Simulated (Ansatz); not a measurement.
`CC(C)[O][Mg][Cl]` + H₂ → `CC(C)[O][MgH]` + HCl at 298.15 K and 1 bar (hydrogenolysis of a Mg–Cl bond).

Isolated molecules relaxed with PBE0-D4/def2-TZVP in Ansatz; ΔE leaves out vibrations. CCSD(T)/CBS adds triple-zeta CCSD(T) − MP2 to the extrapolated MP2 energy (def2 sets, frozen cores). This one scheme is used for every species. For Mg outer-core shells are correlated without core-valence functions, which leaves a few kJ/mol of doubt a bond. Each species was taken in one conformer, which may not be the lowest.

```csv
species,CCSD(T)/CBS energy (Eh),H − E (kJ/mol),S (J/(mol·K))
`CC(C)[O][Mg][Cl]`,-853.34504,285.0,394.6
H₂,-1.17544,35.1,130.4
`CC(C)[O][MgH]`,-394.07030,291.9,355.1
HCl,-460.38127,26.6,186.8
```

H − E and S are ideal-gas, rigid-rotor, harmonic terms from PBE0-D4/def2-TZVP, for one conformer and one mirror image of each species. For small species the MP2-based limit differs from directly extrapolated CCSD(T) by up to some mEh (0.8 for H₂); such offsets cancel only in part. 1 Eh = 2625.50 kJ/mol, R = 8.31446 J/(mol·K).

Problem. By hand: ΔE, ΔH, ΔS and ΔG.

Solution. ΔE = (-394.07030) + (-460.38127) − (-853.34504) − (-1.17544) = 0.06891 Eh = 180.9 kJ/mol. Δ(H − E) = 291.9 + 26.6 − 285.0 − 35.1 = -1.6, so ΔH = 179.3 kJ/mol. ΔS = 355.1 + 186.8 − 394.6 − 130.4 = 16.9 J/(mol·K). ΔG = 179.3 − 298.15 × (16.9)/1000 = 174.3 kJ/mol.

Problem. By hand: the equilibrium constant, and the temperature at which ΔG would vanish if ΔH and ΔS stayed fixed.

Solution. log₁₀ K = −ΔG/(RT ln 10) = -30.5. ΔG = 0 at ΔH/ΔS = 10609 K, far beyond where these terms or the molecules hold.

ΔH outweighs TΔS. A doubt of 5 kJ/mol in ΔE shifts log₁₀ K by 0.9 here. Other conformers and mirror images would add mixing entropy, several J/(mol·K) or more a flexible species. Modes under 60 cm⁻¹, often nearly free rotors, make the harmonic entropy too high. These are equilibria of isolated gas molecules and say nothing of rates. Largest T1 diagnostic: 0.011 (customary marks: 0.02 for closed shells, 0.045 for open ones).
